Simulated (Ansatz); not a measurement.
## What each rung costs, and what it gives

Saddle point of AlH₂ClF₂, singlet (AlClF₂ ([F][Al]([F])[Cl]) + H₂ → AlHF₂ ([F][AlH][F]) + HCl (still joined by a long Al–Cl bond); bonds formed: Al1–H6, Cl2–H5; bonds broken: H5–H6; bonds weakened to dative contacts: Al1–Cl2), PBE0-D4/def2-TZVP structure:

Al1  (-0.120, -0.551, -0.197)
Cl2  (0.563, 1.720, -0.417)
F3  (1.175, -1.503, -0.516)
F4  (-1.528, -0.734, -1.014)
H5  (0.165, 1.095, 0.792)
H6  (-0.255, -0.028, 1.352)
(Å)

Barriers are electronic and count from the start structure reached by relaxing down the imaginary mode.

Program: Ansatz 0.2.0. Basis: as named in each row. Cores are frozen in the correlated methods. B3LYP uses VWN-RPA correlation. Extrapolation: Hartree–Fock as exp(−7.88 √X), correlation as X^−2.97.

Times are rough, for one single point on 2 threads of a shared host (Intel Xeon Platinum 8488C).

The estimate by CCSD(T) at an estimated basis limit (MP2 extrapolated from triple and quadruple zeta, plus CCSD(T) − MP2 in triple zeta) is 154.5 kJ/mol.

```
      method       basis  time (s)  barrier (kJ/mol)  method less estimate
          HF      STO-3G   under 1             262.5                 108.1
      PBE-D4      STO-3G   under 1             173.9                  19.4
       SPW92    def2-SVP   under 1              96.8                 -57.6
    B3LYP-D4       6-31G   under 1             159.8                   5.4
      PBE-D4    def2-SVP   under 1             115.2                 -39.2
     PBE0-D4    def2-SVP         1             128.4                 -26.1
       SPW92  def2-TZVPP         1             104.5                 -50.0
      PBE-D4  def2-TZVPP         2             123.7                 -30.7
     BLYP-D4  def2-TZVPP         2             135.0                 -19.5
     CCSD(T)    def2-SVP         2             144.0                 -10.5
    B3LYP-D4  def2-TZVPP         2             143.0                 -11.5
    BHLYP-D4  def2-TZVPP         2             156.6                   2.1
     PBE0-D4  def2-TZVPP         2             135.4                 -19.1
CAM-B3LYP-D4  def2-TZVPP         3             145.4                  -9.0
   r2SCAN-D4  def2-TZVPP         3             136.4                 -18.1
  r2SCAN0-D4  def2-TZVPP         4             144.1                 -10.3
  RPA on PBE  def2-TZVPP         4             144.9                  -9.5
     wB97M-V    def2-SVP         4             136.4                 -18.1
    PBE-QIDH  def2-TZVPP         5             147.9                  -6.6
      B2PLYP  def2-TZVPP         6             149.1                  -5.4
      B97M-V  def2-TZVPP         6             135.6                 -18.8
     wB97M-V  def2-TZVPP         7             148.5                  -6.0
     wB97X-V  def2-TZVPP         8             148.6                  -5.8
         MP2  def2-QZVPP        13             156.5                   2.0
     CCSD(T)  def2-TZVPP        44             151.0                  -3.4
```

All methods are single points on the PBE0-D4 structures.

The T1 diagnostic stays at or below 0.013.

Labels in which every atom is bracketed show which atoms are joined, not bond orders.
